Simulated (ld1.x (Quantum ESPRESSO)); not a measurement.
# What one change does to a pseudopotential (iron, TM)

| Quantity | Value |
| --- | --- |
| Element | iron (Fe) |
| Generator | ld1.x (Quantum ESPRESSO) 7.5 |
| Type | norm-conserving Troullier–Martins (Kleinman–Bylander form) |
| Functional | LDA (PZ) |
| Relativity | non-relativistic |
| Frozen core | [Ar] |
| Valence charge | 8 |
| Reference configuration | 3d6 4s0 4p0 (charge +2) |
| Partial waves | 4s (bound, empty): rc 1.90 bohr; 4p (bound, empty): rc 1.75 bohr; 3d (bound): rc 0.85 bohr |
| Local potential | all-electron potential smoothed inside 1.45 bohr (lloc = -1) |
| Core correction | Bessel-smoothed model core, default radius (core density twice the valence density) |

Change: all radii but the core radius scaled by about 0.94 (s 1.78, p 1.64, d 0.80 bohr); local potential all-electron potential smoothed inside 1.36 bohr (lloc = -1).

Cutoffs: the cutoffs (Ry, on a coarse ladder) from which the occupation-weighted sum of valence levels, in a spherical-Bessel basis at the reference potential, stays within 10 and 1 mRy of its value at 400 Ry; they do not see the model core or the augmentation charge, which bear on the density cutoff. Errors are all-electron minus pseudo energies relative to the spin-unpolarised reference configuration.

What does the change do?

Both files keep a bound ghost (s); of the 9 tests that both files solve, the error grows in 0 and shrinks in 3 by more than 15 % and 0.3 meV (median size 82.9 → 74.8 meV). Less of the atom is replaced, so other configurations are described better.

| quantity | base | changed |
| --- | --- | --- |
| cutoff, loose | 260 Ry | 260 Ry |
| cutoff, tight | over 300 Ry | 300 Ry |
| bound ghosts | s | s |
| error for 3d6 4s2 4p0, meV [ΔE -25.12 eV] | -52 | -41 |
| error for 3d6 4s1 4p0, meV [ΔE -16.27 eV] | -18 | -14 |
| error for 3d5 4s0 4p0, meV [ΔE 34.74 eV] | -331 | -326 |
| error for 3d6.5 4s1.5 4p0, meV [ΔE -26.04 eV] | -43 | -37 |
| error for 3d7 4s1 4p0, meV [ΔE -26.25 eV] | -93 | -85 |
| error for 3d4 4s0 4p0, meV [ΔE 88.42 eV] | -1819 | -1799 |
| error for 3d5 4s2 4p1, meV [ΔE -15.96 eV] | -495 | -415 |
| error for 3d6 4s0 4p0 (spin-polarised), meV [ΔE -3.61 eV] | +83 | +75 |
| error for 3d6 4s2 4p0 (spin-polarised), meV [ΔE -28.54 eV] | +36 | +39 |

Base: These tests converged, but a pseudo level misses the all-electron one widely, so the file describes the atom poorly there or has found another state: 3d4 4s0 4p0: empty 4p by 5.3 eV (a node warning on the way). Changed file: These tests converged, but a pseudo level misses the all-electron one widely, so the file describes the atom poorly there or has found another state: 3d4 4s0 4p0: empty 4p by 8.8 eV (a node warning on the way). A true bound ghost makes a file unfit for plane-wave use even where its test errors are small: the radial tests pick states by their node count and pass the ghost by.
